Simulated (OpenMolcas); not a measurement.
## 3s² 3p along the 13-electron sequence

```yaml
Program: OpenMolcas 26.06
Method: RASSCF
Basis: ANO-R3
Scalar_Hamiltonian: X2C, finite nucleus
Spin-orbit_coupling: RASSI with atomic mean-field integrals over the reference wave functions, term energies averaged over their components
```

Active space for each ion: 1 electron in 9 orbitals (RAS2 3p; RAS3 3d 4s, at most 1 electron).

Computed levels in cm-1 above ²P°_1/2:

```
                                Level    Al  Si+  P2+  S3+  Cl4+  Ar5+
                              ²P°_3/2  93.1  253  504  870  1383  2073
weight of ²P° in the lowest level (%)   100  100  100  100   100   100
```

Measured, with the error of the calculation in %. Measured levels: Al, Si+ from NIST Handbook of Basic Atomic Spectroscopic Data; P2+ from Martin, Zalubas and Musgrove, J. Phys. Chem. Ref. Data 14, 751 (1985); S3+ from NIST levels in Podobedova, Kelleher and Wiese, J. Phys. Chem. Ref. Data 38, 171 (2009); Ar5+ from Saloman, J. Phys. Chem. Ref. Data 39, 033101 (2010).

```
  Level           Al          Si+         P2+         S3+         Ar5+
²P°_3/2  112 (-16.9)  287 (-11.8)  559 (-9.9)  951 (-8.6)  2208 (-6.1)
```

The fine-structure level ²P°_3/2 changes by a factor of 22.3 from Al to Ar5+. Its fourth root runs 3.11, 3.99, 4.74, 5.43, 6.10, 6.75, with steps per unit of Z of 0.88, 0.75, 0.69, 0.67, 0.65; equal steps would mean a (Z - σ)^4 law with constant σ.

With one active electron the reference holds no correlation, so core polarisation is missing. No level of 3s² 3d was computed, though it lies in the active space (holds for Al). Computed and measured levels are paired by configuration, term and J; levels that our copy of the source lacks, or whose pairing is in doubt (as where it misses far off the trend of its configuration), stay unpaired and out of the deviations. Levels of configurations outside the active space are missing.

° marks odd parity.
